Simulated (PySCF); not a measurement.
**C₆ coefficients of unlike pairs at PW91**

Calculated with PySCF 2.14 from the dipole response of each species, C₆(A,B) = (3/π) ∫ α_A(iu) α_B(iu) du, in atomic units, from isotropic polarisabilities. For ions this is the dispersion term alone; charge-induced terms of lower order in 1/R come first.

```tsv
species	configuration	basis	relativity	α (bohr³)	C₆ (like pair)
F²⁺	[He] 2s2 2p3 (4S)	aug-cc-pwCVQZ (9s8p6d4f2g)	none	1.255	1.596
Sc³⁺	[Ar] (1S)	aug-cc-pwCVTZ (10s9p7d4f3g)	none	2.160	5.721
Au	[Xe] 4f14 5d10 6s1 (2S)	def2-QZVPPD with the def2 core potential (60 electrons) (7s5p4d4f2g)	core potential	35.12	322.3
Sc⁺	[Ar] 3d1 4s1 (3D)	dyall-av2z (16s12p7d2f)	none	60.89	415.8
```

(1) Estimate C₆ for Sc⁺ with F²⁺.

No spin-orbit coupling is included.

The other pairs:

```
     pair     C₆
 Au, Sc³⁺  36.77
  Sc⁺, Au  338.4
  Au, F²⁺  19.93
Sc⁺, Sc³⁺  31.21
Sc³⁺, F²⁺  3.016
```

## Answers

(1) The integral gives 17.33. The combination rule 2 C_A C_B / (C_A α_B/α_A + C_B α_A/α_B) gives 15.43 and the geometric mean 25.76.
